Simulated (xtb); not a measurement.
C₆H₁₀AuO₂, doublet, at a GFN2-xTB geometry (such geometries of metal compounds can be far from the true shape) (the multiplicity is a formal guess). Base run: GFN0-xTB (xtb 6.7.1).

The xtb input:
```
$ xtb mol.xyz --gfn 0 --uhf 1 --json

# file mol.xyz
19

Au     0.58540392     0.71567390     0.30453152
C      1.61447509     2.27092347    -0.50619881
H      2.67736973     2.15567797    -0.32622369
H      1.28954598     3.20838214    -0.06913055
H      1.45031409     2.31516866    -1.57461821
C     -1.62282724    -1.51590484    -2.91002848
C     -1.08852668    -1.10420628    -1.54990003
C     -1.48741390    -1.88630785    -0.47297465
C     -1.14008858    -1.72629964     0.87432530
C     -1.73091835    -2.73766351     1.83190187
O     -0.39947080    -0.84348800     1.37320642
O     -0.33830359    -0.09323380    -1.55714723
H     -2.71004235    -1.50868425    -2.89587622
H     -1.26299181    -0.82417514    -3.66627369
H     -1.28367242    -2.52176866    -3.14642573
H     -2.14156127    -2.71500394    -0.69844434
H     -1.38998127    -2.52650922     2.84167846
H     -2.81709013    -2.68890530     1.79853208
H     -1.42480665    -3.74189381     1.54756690
```

Variants of this job, named by their change:

```
change        ΔE vs base (mEh)
------------  ----------------
base                     0.000
acc = 0.0001             0.000
etemp = 3000            -3.902
etemp = 5000           -16.116
acc = 1000               0.000
file = coord             0.000
```
